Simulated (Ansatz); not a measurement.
Total energies of `CC(C)(C)[CH2][Hf]([F])([F])[F]`.

Cartesian coordinates in Å:
```
C 0.651 0.560 1.258
C 0.479 0.286 -0.237
C -0.302 1.433 -0.874
C 1.859 0.199 -0.889
C -0.278 -1.037 -0.439
Hf -2.046 -1.418 0.830
F -3.056 -2.724 -0.116
F -3.007 0.215 1.038
F -1.368 -2.105 2.472
H -0.313 0.737 1.753
H 1.251 1.458 1.428
H 1.146 -0.274 1.763
H 0.226 2.381 -0.743
H -1.295 1.542 -0.429
H -0.428 1.267 -1.948
H 1.770 -0.015 -1.957
H 2.408 1.139 -0.777
H 2.456 -0.596 -0.435
H 0.390 -1.882 -0.200
H -0.545 -1.168 -1.497
```

Total charge 0; spin multiplicity 1. Correlated methods include outer-core shells of Hf, which these sets cover unevenly. Hf: def2 effective core potential. Geometry: relaxed with PBE0-D4/def2-TZVP. It is one conformer, not always the lowest. Basis def2-TZVPP, the Gaussian-basis code of Ansatz.

RPA on PBE orbitals: Hartree–Fock energy of these orbitals -541.90177 Eh, correlation -3.07269 Eh (frozen core).

```
             functional  energy without D4 (Eh)  D4 term (kJ/mol)
            LDA (SPW92)              -541.31108                 –
                    PBE              -544.64889             -48.0
                 revPBE              -545.06985            -140.8
                   BLYP              -545.03075            -102.6
                 r2SCAN              -544.97710             -13.0
                 B97M-V              -545.10750                 –
                   PBE0              -544.64782             -41.2
                  B3LYP              -545.22084             -76.1
                r2SCANh              -544.93443             -13.7
                r2SCAN0              -544.87317             -15.1
HSE06 (plane-wave form)              -544.62182             -38.5
                  BHLYP              -544.85053             -58.0
              CAM-B3LYP              -544.97181             -41.9
                LC-ωPBE              -544.93749                 –
                ωB97X-V              -545.02159                 –
                ωB97M-V              -544.93435                 –
                 B2PLYP              -544.74681                 –
               PBE-QIDH              -544.51451                 –
```

B3LYP takes the VWN-RPA correlation (the form of Gaussian; ORCA's B3LYP/G). HSE06 is the plane-wave form, built on full-range PBE exchange. The double hybrids freeze the cores in their second-order part.

LC-ωPBE has ω = 0.4 bohr⁻¹.
